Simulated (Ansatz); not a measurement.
The inner images of a band of H$_{5}$HfNO$_{2}$S (10 atoms, charge 0, multiplicity 1) are given out of order.

Computed with Ansatz 0.2.0, RHF/def2-SVP.

Initial state:

```xyz
10
Properties=species:S:1:pos:R:3
Hf -0.271 -0.190 -0.119
N 0.695 1.200 1.035
S 1.099 -2.312 -0.214
H 2.255 -1.739 -0.573
O -0.425 0.619 -1.865
O -1.939 -0.734 0.683
H 1.103 2.056 0.700
H 0.834 1.157 2.030
H -0.583 0.887 -2.750
H -2.768 -0.943 1.072
```

Final state:

```xyz
10
Properties=species:S:1:pos:R:3
Hf -0.431 -0.549 -0.465
N 1.145 0.626 0.844
S 0.705 -2.487 -0.823
H 1.949 0.026 0.963
O -0.605 0.704 -1.963
O -1.934 -0.584 0.795
H 1.468 1.480 0.414
H 0.806 0.863 1.765
H -0.537 0.944 -2.870
H -2.565 -1.023 1.338
```

Problem. Put them in order from the first end to the last, with their energies above the first end.
A.
```xyz
10
Properties=species:S:1:pos:R:3
Hf -0.428 -0.448 -0.421
N 1.160 0.674 0.883
S 1.023 -2.211 -0.552
H 1.776 -0.132 0.801
O -0.703 0.641 -2.018
O -2.020 -0.646 0.693
H 1.639 1.479 0.510
H 0.982 0.838 1.862
H -0.719 0.875 -2.929
H -2.710 -1.070 1.170
```
B.
```xyz
10
Properties=species:S:1:pos:R:3
Hf -0.365 -0.195 -0.279
N 0.820 1.004 0.908
S 1.365 -1.968 -0.289
H 1.810 -0.926 0.450
O -0.651 0.574 -2.032
O -1.985 -0.741 0.627
H 1.565 1.593 0.577
H 0.898 0.935 1.908
H -0.731 0.847 -2.927
H -2.726 -1.125 1.056
```
C.
```xyz
10
Properties=species:S:1:pos:R:3
Hf -0.331 -0.170 -0.252
N 0.769 1.087 0.928
S 1.274 -2.096 -0.417
H 2.098 -1.384 0.360
O -0.627 0.609 -1.996
O -1.949 -0.714 0.656
H 1.460 1.742 0.604
H 0.790 1.082 1.934
H -0.763 0.911 -2.874
H -2.721 -1.066 1.056
```
D.
```xyz
10
Properties=species:S:1:pos:R:3
Hf -0.391 -0.309 -0.343
N 1.043 0.770 0.889
S 1.342 -1.924 -0.269
H 1.550 -0.477 0.535
O -0.690 0.582 -2.037
O -2.012 -0.715 0.637
H 1.641 1.504 0.546
H 0.977 0.852 1.891
H -0.736 0.837 -2.940
H -2.726 -1.121 1.092
```
E.
```xyz
10
Properties=species:S:1:pos:R:3
Hf -0.289 -0.182 -0.191
N 0.740 1.148 0.974
S 1.141 -2.257 -0.391
H 2.294 -1.671 -0.050
O -0.541 0.645 -1.918
O -1.931 -0.715 0.671
H 1.282 1.927 0.643
H 0.769 1.151 1.980
H -0.727 0.944 -2.787
H -2.736 -0.989 1.068
```

Solution. E (+0.02 eV), C (+0.10 eV), B (+0.46 eV), D (+1.59 eV), A (+0.47 eV).

Time of the run: 3.1 min on 2 threads of Arm Neoverse V2 (shared host), peak memory 0.25 GiB.
